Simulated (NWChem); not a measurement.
Species: SiH₂F₂; SMILES F[SiH2]F

Results from NWChem. All runs use the structure optimised with PBE-D3(BJ)/def2-SVP. Ions are spin-unrestricted doublets at the neutral geometry; other ion states weren't tried.

Question: Order these by “ΔSCF minus −ε(HOMO) (eV)”, lowest first: LDA (Slater exchange, VWN5)/def2-TZVP; Hartree-Fock/def2-TZVP; B3LYP/def2-TZVP.

Answer: Hartree-Fock/def2-TZVP (-0.96), B3LYP/def2-TZVP (2.91), LDA (Slater exchange, VWN5)/def2-TZVP (3.76)
